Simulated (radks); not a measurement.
The rhenium ion Re57+, 18 electrons, occupied as [He] 2s2 2p4 3s2 3p6 4s2 (not the ground configuration).

Method: scalar-relativistic Kohn-Sham, LDA (Slater exchange, Perdew-Wang correlation), spin-unpolarised, spherical densities, finite nucleus; Fermi nuclear charge, rms radius 5.3698 fm; computed with a radial shooting solver on a logarithmic mesh with Libxc functionals.

Energy parts (Ry):
part                       energy
total                 -24907.2362
kinetic                28226.7868
electron-nucleus      -55375.2476
Hartree                 2541.0560
exchange-correlation    -299.8314

Orbitals (lengths in bohr, moments of r in powers of bohr; <r^-3> diverges for s and p1/2):
orbital  occ.  eigenvalue (Ry)      <r>  <r^-3>       <r^4>
1s          2        -5622.603  0.01804       -   5.445e-07
2s          2        -1246.322  0.07500       -  0.00007536
2p          4        -1135.343  0.06690   21650  0.00005786
3s          2        -484.9555   0.1819       -    0.002089
3p          6        -451.8650   0.1786    5896    0.002066
4s          2        -252.3134   0.3436       -     0.02421

The highest occupied level is 4s at -3432.9 eV. Summed over all electrons, <r^2> = 0.5984 bohr^2, which gives a Langevin (diamagnetic) susceptibility term of -0.474 x 10^-6 cm^3/mol. The density falls to 0.001 e/bohr^3 at r = 0.81 bohr. The electron density at the nucleus is 1.667e+06 e/bohr^3 (large components only).
